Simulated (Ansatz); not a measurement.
One change: `BC(=C)[NH][GeH3]` becomes `BC(=C)BO`.

Ansatz, PBE0-D4/def2-TZVP geometries, multiplicity 1. Each molecule was computed in one conformer, which needn't be the lowest.

Scalar relativity is left out up to krypton.

```
                                          property  `BC(=C)[NH][GeH3]`
             HOMO–LUMO gap (B3LYP/def2-TZVPP) / eV                3.92
             HOMO energy (ωB97M-V/def2-TZVPP) / eV               -8.35
               HOMO–LUMO gap (PBE/def2-TZVPP) / eV                2.36
               HOMO energy (B3LYP/def2-TZVPP) / eV               -6.02
size of the dipole moment (ωB97M-V/def2-TZVPP) / D                1.37
  size of the dipole moment (B3LYP/def2-TZVPP) / D                1.46
```

(1) Give the same properties after the change, and the shifts. (Estimate.)

Results:

(1) The calculation gave: 
```json
{"property": "HOMO–LUMO gap (B3LYP/def2-TZVPP) / eV", "`BC(=C)BO`": "5.54", "shift": "1.62"}
{"property": "HOMO energy (ωB97M-V/def2-TZVPP) / eV", "`BC(=C)BO`": "-10.65", "shift": "-2.30"}
{"property": "HOMO–LUMO gap (PBE/def2-TZVPP) / eV", "`BC(=C)BO`": "3.54", "shift": "1.18"}
{"property": "HOMO energy (B3LYP/def2-TZVPP) / eV", "`BC(=C)BO`": "-8.18", "shift": "-2.16"}
{"property": "size of the dipole moment (ωB97M-V/def2-TZVPP) / D", "`BC(=C)BO`": "1.65", "shift": "0.28"}
{"property": "size of the dipole moment (B3LYP/def2-TZVPP) / D", "`BC(=C)BO`": "1.64", "shift": "0.18"}
```

With PBE0 the HOMO falls by 2.14 eV and the LUMO falls by 0.53 eV, so the gap widens by about 1.61 eV. PBE moves the HOMO by -1.78 eV and ωB97M-V by -2.30 eV. Dipoles are sizes alone; their direction can turn.

B3LYP here is the variant with VWN-RPA as its local correlation; programs differ in this.
